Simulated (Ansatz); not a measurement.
Consider the redistribution: `C[O][AlH][GeH3]` + `[CH3][AlH][S][SiH3]` → `C[O][AlH][S][SiH3]` + `[CH3][AlH][GeH3]`.

Calculated with Ansatz (gas phase, PBE0-D4/def2-TZVP geometries, no zero-point term in ΔE). CCSD(T)/CBS adds triple-zeta CCSD(T) − MP2 to the extrapolated MP2 energy (def2 sets, frozen cores). Functionals use def2-TZVPP. B3LYP here is the variant with VWN-RPA as its local correlation; programs differ in this. For Ge outer-core shells are correlated without core-valence functions, which leaves a few kJ/mol of doubt a bond. Scalar relativity is left out up to krypton. Each species was taken in one conformer, which may not be the lowest.

```json
{"level": "PBE-D4", "ΔE (kJ/mol)": "11.2", "difference from CCSD(T)/CBS": "2.1"}
{"level": "r2SCAN-D4", "ΔE (kJ/mol)": "9.5", "difference from CCSD(T)/CBS": "0.4"}
{"level": "PBE0-D4", "ΔE (kJ/mol)": "9.3", "difference from CCSD(T)/CBS": "0.2"}
{"level": "B3LYP-D4", "ΔE (kJ/mol)": "8.7", "difference from CCSD(T)/CBS": "-0.4"}
{"level": "ωB97X-V", "ΔE (kJ/mol)": "9.0", "difference from CCSD(T)/CBS": "-0.1"}
{"level": "ωB97M-V", "ΔE (kJ/mol)": "9.7", "difference from CCSD(T)/CBS": "0.6"}
{"level": "B2PLYP", "ΔE (kJ/mol)": "9.2", "difference from CCSD(T)/CBS": "0.1"}
{"level": "PBE", "ΔE (kJ/mol)": "11.3", "difference from CCSD(T)/CBS": "2.2"}
{"level": "r2SCAN", "ΔE (kJ/mol)": "9.7", "difference from CCSD(T)/CBS": "0.6"}
{"level": "PBE0", "ΔE (kJ/mol)": "9.5", "difference from CCSD(T)/CBS": "0.4"}
{"level": "B3LYP", "ΔE (kJ/mol)": "8.8", "difference from CCSD(T)/CBS": "-0.3"}
{"level": "HF/def2-TZVPP", "ΔE (kJ/mol)": "5.1", "difference from CCSD(T)/CBS": "-4.0"}
{"level": "MP2/def2-TZVPP", "ΔE (kJ/mol)": "9.8", "difference from CCSD(T)/CBS": "0.7"}
{"level": "SCS-MP2/def2-TZVPP", "ΔE (kJ/mol)": "9.2", "difference from CCSD(T)/CBS": "0.1"}
{"level": "CCSD/def2-TZVPP", "ΔE (kJ/mol)": "8.6", "difference from CCSD(T)/CBS": "-0.5"}
{"level": "CCSD(T)/def2-TZVPP", "ΔE (kJ/mol)": "9.6", "difference from CCSD(T)/CBS": "0.5"}
{"level": "HF/def2-QZVPP", "ΔE (kJ/mol)": "5.1", "difference from CCSD(T)/CBS": "-4.0"}
{"level": "MP2/def2-QZVPP", "ΔE (kJ/mol)": "9.5", "difference from CCSD(T)/CBS": "0.4"}
{"level": "SCS-MP2/def2-QZVPP", "ΔE (kJ/mol)": "8.8", "difference from CCSD(T)/CBS": "-0.3"}
{"level": "HF/CBS(def2)", "ΔE (kJ/mol)": "5.1", "difference from CCSD(T)/CBS": "-4.0"}
{"level": "MP2/CBS(def2)", "ΔE (kJ/mol)": "9.2", "difference from CCSD(T)/CBS": "0.1"}
{"level": "CCSD/CBS(def2)", "ΔE (kJ/mol)": "8.1", "difference from CCSD(T)/CBS": "-1.0"}
{"level": "CCSD(T)/CBS", "ΔE (kJ/mol)": "9.1", "difference from CCSD(T)/CBS": "0"}
```

Largest T1 diagnostic among the species: 0.013.

In def2-TZVPP, CCSD(T) changes the Hartree–Fock value by +4.5 kJ/mol (the triples alone add +1.0 kJ/mol) and MP2 by +4.7 kJ/mol.
